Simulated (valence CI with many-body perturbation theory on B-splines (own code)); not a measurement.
Nd XIX: E2, M1 decay

Level of theory: relativistic CI+MBPT: six valence electrons over a frozen Dirac-Fock core [Kr], radial functions for each j: 7 s, 7 p, 8 d, 6 f, 4 g, 1 h, with the one-electron correlation potential Σ1, the two-electron term Σ2, the three-electron term Σ3, Breit, model QED; selected CI, second order for the rest, scaled by the run's own slope (own B-spline code, finite nucleus).

No measured levels were compared; by estimate terms of the open shell hold to 2 to 4 % of their energy, and close levels can change places. Core correlation moves these levels by up to 10000 cm⁻¹, and in measured spectra 5 to 20 % of such shifts remained as error; rates that hang on mixing are uncertain with them. Among the levels kept, up to 1100 cm⁻¹ of a level comes from second order outside the variational space, and about a tenth of that is noise between levels of different J, which matters for small intervals. Only levels of the ground parity were solved; by the run's estimate the other parity begins above the list, which can be wrong where configurations are misplaced.

Lines 1 to 50 of 119 in falling wavelength, among levels below 30.260 eV, chosen from the decays that carry over 1 % of a level's rate. Wavelengths and rates use the calculated energies, so an error of 2000 cm⁻¹ moves a line at 11840 Å by 24 % and its rate by three times that or more. Electric multipoles are in the length gauge, E1 and E2 with the static RPA response of the core. Weak lines are less certain than strong ones. Lines between different terms over intervals too small for the method are left out, as are lines whose strength nearly cancels. Where a level lies close to another of its J and parity, the split of strength between their lines is uncertain.

Names give the largest LS component (configuration and term), which can be under half, so a name can repeat, a term be missing and a line seem to break the LS rules; names also repeat where a configuration has a term twice. Letters in brackets count levels of one name in rising energy.

```csv
λ vac (Å),Upper,Lower,Type,A (s⁻¹),Branch %
11840,4d⁶ ³P_0 [a],4d⁶ ³D_1,M1,7.15e+00,2.4
10520,4d⁶ ³H_5,4d⁶ ³H_4 [b],M1,1.47e+01,1.6
9703,4d⁶ ⁵D_3,4d⁶ ⁵D_2,M1,2.27e+01,5.0
8380,4d⁶ ¹F_3,4d⁶ ³F_4 [a],M1,1.62e+01,1.7
8281,4d⁶ ³G_5,4d⁶ ³H_4 [a],M1,2.00e+01,13.5
6982,4d⁶ ³G_3,4d⁶ ³F_4 [a],M1,3.02e+01,2.8
6899,4d⁶ ³D_1,4d⁶ ³P_2 [a],M1,3.53e+01,4.0
6895,4d⁶ ⁵D_2,4d⁶ ⁵D_4,E2,1.07e-03,100.0
6328,4d⁶ ³H_4 [a],4d⁶ ⁵D_3,M1,9.78e+00,1.1
5996,4d⁶ ⁵D_0,4d⁶ ⁵D_2,E2,6.54e-03,100.0
5744,4d⁶ ³H_4 [b],4d⁶ ³F_3 [a],M1,3.91e+01,4.0
5563,4d⁶ ³D_2,4d⁶ ³P_2 [a],M1,2.75e+01,4.2
5334,4d⁶ ⁵D_1,4d⁶ ⁵D_2,M1,3.38e+02,99.9
5185,4d⁶ ³G_3,4d⁶ ³H_4 [b],M1,2.50e+01,2.3
4887,4d⁶ ³D_1,4d⁶ ³F_2 [a],M1,7.32e+01,8.3
4753,4d⁶ ³P_1 [a],4d⁶ ³P_0 [a],M1,8.39e+01,5.6
4649,4d⁶ ³D_2,4d⁶ ³F_3 [a],M1,7.33e+01,11.3
4361,4d⁶ ³F_3 [a],4d⁶ ³H_4 [a],M1,1.12e+02,12.9
4031,4d⁶ ⁵D_3,4d⁶ ⁵D_4,M1,4.36e+02,95.0
3970,4d⁶ ¹G_4 [a],4d⁶ ³D_3,M1,3.23e+01,2.5
3921,4d⁶ ¹D_2 [a],4d⁶ ³D_3,M1,4.35e+01,2.6
3846,4d⁶ ³P_1 [a],4d⁶ ³D_2,M1,2.45e+02,16.4
3632,4d⁶ ³D_3,4d⁶ ³F_3 [a],M1,4.99e+01,3.2
3590,4d⁶ ³F_2 [a],4d⁶ ⁵D_1,M1,2.38e+02,19.4
3538,4d⁶ ³H_4 [b],4d⁶ ³G_5,M1,1.18e+01,1.2
3497,4d⁶ ³P_1 [a],4d⁶ ¹S_0 [a],M1,2.38e+01,1.6
3392,4d⁶ ³P_1 [a],4d⁶ ³D_1,M1,2.48e+02,16.6
3337,4d⁶ ³D_3,4d⁶ ³F_2 [a],M1,2.93e+02,18.6
3295,4d⁶ ¹G_4 [a],4d⁶ ³F_4 [a],M1,1.10e+02,8.5
3249,4d⁶ ¹F_3,4d⁶ ³P_2 [a],M1,3.56e+01,3.8
3015,4d⁶ ³G_3,4d⁶ ³P_2 [a],M1,6.90e+01,6.4
3010,4d⁶ ³F_4 [a],4d⁶ ³G_5,M1,3.94e+02,28.2
2957,4d⁶ ³P_2 [a],4d⁶ ⁵D_1,M1,1.46e+02,8.5
2915,4d⁶ ¹F_3,4d⁶ ³F_3 [a],M1,1.73e+02,18.5
2856,4d⁶ ¹D_2 [a],4d⁶ ³D_1,M1,6.76e+01,4.0
2832,4d⁶ ¹G_4 [a],4d⁶ ³H_4 [b],M1,8.44e+01,6.5
2755,4d⁶ ³F_2 [a],4d⁶ ⁵D_3,M1,4.87e+02,39.7
2725,4d⁶ ³G_3,4d⁶ ³F_3 [a],M1,2.83e+02,26.2
2722,4d⁶ ¹F_3,4d⁶ ³F_2 [a],M1,1.46e+02,15.6
2708,4d⁶ ³F_2 [b],4d⁶ ³G_3,M1,3.87e+02,15.0
2704,4d⁶ ³H_5,4d⁶ ³H_6,M1,5.67e+02,61.1
2648,4d⁶ ³F_4 [b],4d⁶ ³G_3,M1,2.93e+01,1.1
2648,4d⁶ ³H_5,4d⁶ ³G_5,M1,3.02e+02,32.5
2616,4d⁶ ³P_1 [b],4d⁶ ³P_0 [a],M1,2.16e+02,3.6
2582,4d⁶ ³F_3 [a],4d⁶ ⁵D_3,M1,1.75e+02,20.1
2555,4d⁶ ³G_3,4d⁶ ³F_2 [a],M1,5.86e+01,5.4
2543,4d⁶ ³F_2 [b],4d⁶ ¹F_3,M1,2.06e+02,8.0
2490,4d⁶ ³F_4 [b],4d⁶ ¹F_3,M1,2.73e+02,10.2
2479,4d⁶ ³H_4 [b],4d⁶ ³H_4 [a],M1,8.45e+02,85.5
2462,4d⁶ ³H_4 [a],4d⁶ ⁵D_4,M1,8.57e+02,98.9
```
